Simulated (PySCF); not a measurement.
# Br³¹⁺ (bromine, charge +31): Hartree-Fock from Schrödinger to Dirac-Coulomb-Breit

Occupied: 1s1/2, 2s1/2. Hartree-Fock calculated with PySCF 2.14 in an uncontracted even-tempered set (16 s from 3.8 bohr⁻², ratio 2.7; 12 p from 4.5 bohr⁻², ratio 2.7), Gaussian nucleus throughout. NR is non-relativistic, sf-X2C the spin-free one-electron X2C Hamiltonian, X2C adds the bare one-electron spin-orbit term, X2C-SNSO screens it by Boettger's factors, DC is four-component Dirac-Coulomb, and the Gaunt and Breit terms are added at first order (total energies over the DC spinors, levels after relaxing the spinors in that mean field). QED terms are absent. Levels marked empty are virtual spinors of this ion.

```csv
level (eV),NR,sf-X2C,X2C,X2C-SNSO
1s1/2,-15713.1,-15961.0,-15961.0,-15961.0
2s1/2,-3657.0,-3730.0,-3730.0,-3730.0
2p1/2 (empty),-3463.5,-3490.2,-3530.4,-3528.0
2p3/2 (empty),-3463.5,-3490.2,-3471.2,-3472.3
3s1/2 (empty),-1523.1,-1547.1,-1547.1,-1547.1
```

Where do the four-component calculations put these levels?

1s1/2: DC -15969.1, DC+Gaunt -15952.5, DC+Breit -15952.7; 2s1/2: DC -3730.8, DC+Gaunt -3729.0, DC+Breit -3729.2; 2p1/2 (empty): DC -3528.6, DC+Gaunt -3525.4, DC+Breit -3525.8; 2p3/2 (empty): DC -3472.4, DC+Gaunt -3470.5, DC+Breit -3471.0; 3s1/2 (empty): DC -1547.4, DC+Gaunt -1546.9, DC+Breit -1546.9 (eV).

```tsv
Hamiltonian	E (hartree)	E − E(DC) (hartree)	CPU seconds
NR	-1477.0368	25.6521	0.14
sf-X2C	-1502.3552	0.3337	0.07
X2C	-1502.3552	0.3337	0.07
X2C-SNSO	-1502.3552	0.3337	0.07
DC	-1502.6889	0.0000	1.8
DC+Gaunt	-1501.9969	0.6920	2.6
DC+Breit	-1502.0102	0.6787	31
```

Weight of the small component: 1s1/2 0.0163, 2s1/2 0.00374, 2p1/2 0.00365, 2p3/2 0.00359, 3s1/2 0.00154.

Koopmans' value for the highest occupied level at DC+Breit: 3729.2 eV, against an ionisation energy of 3735 ± 4 eV (semi-empirical (NIST evaluation); NIST Atomic Spectra Database, ionization energies); the former lacks relaxation, correlation, QED and recoil.

The whole ladder took 37 s of wall time on 1 thread of Intel(R) Xeon(R) 6975P-C (shared host), launched as `OMP_NUM_THREADS=1 python relrun2.py TASK.json OUT` (a driver that calls PySCF for each Hamiltonian).
